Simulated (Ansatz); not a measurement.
Computed with frozen-core CCSD(T)/def2-TZVPP // B3LYP-D3(BJ)/def2-TZVP (Ansatz, a program for electronic structure).

Ansatz 0.2 input:
```yaml
crystal:
  periodic: [false, false, false]
  atoms:
    - { symbol: O, position_ang: [1.31641, -0.484942, 0.011595] }
    - { symbol: In, position_ang: [-0.637334, -0.022942, 0.003862] }
    - { symbol: H, position_ang: [1.895181, 0.283369, -0.019527] }
    - { symbol: H, position_ang: [-1.596655, -1.437001, 0.060848] }
    - { symbol: H, position_ang: [-0.977602, 1.661516, -0.056779] }
basis:
  gaussian: { orbitals: def2-TZVPP }
correlation:
  method: ccsd_t
```

Output:

```
Functional definition: HF
917 factors; integrals over basis functions are off by at most 1.3e-3 eV
mean field evaluation 1: about -7230.4188 eV, gradient 4.3e1 eV
mean field evaluation 2: about -7230.4198 eV, gradient 4.3e1 eV
mean field evaluation 4: about -7233.9343 eV, gradient 2.2e0 eV
mean field evaluation 8: about -7233.9590 eV, gradient 9.0e-2 eV
mean field evaluation 16: about -7233.9578 eV, gradient 3.8e-1 eV
mean field -7233.95909579 eV, -265.8430934169 hartree, gradient 6.7e-6 eV, S^2 0.000000; 0 other end points of the search recorded, 0 dependent functions left out
5 core orbitals not correlated
reference -7233.95909579 eV, -265.8430934169 hartree; 11, 11 occupied and 107, 107 virtual orbitals, 917 factors
second order -14.82319751 eV of doubles, -0.00000000 eV of singles
cycle   1  -14.51024171 eV  change    3.1e-1 eV  update   1.0e-1
cycle   2  -14.89598503 eV  change   -3.9e-1 eV  update   3.4e-2
cycle   3  -15.00091043 eV  change   -1.0e-1 eV  update   2.2e-2
cycle   4  -14.99517652 eV  change    5.7e-3 eV  update   6.6e-3
cycle   5  -14.99132940 eV  change    3.8e-3 eV  update   3.3e-3
cycle   6  -14.99215975 eV  change   -8.3e-4 eV  update   1.2e-3
cycle   7  -14.99217651 eV  change   -1.7e-5 eV  update   5.2e-4
cycle   8  -14.99206927 eV  change    1.1e-4 eV  update   1.6e-4
cycle   9  -14.99212061 eV  change   -5.1e-5 eV  update   6.0e-5
cycle  10  -14.99214051 eV  change   -2.0e-5 eV  update   2.3e-5
perturbative correction -0.46859128 eV, -0.0172204120 hartree
Total energy: -7249.41982759 eV, -266.4112648307 hartree
```

Cost: about 15 core-seconds (a rough figure).
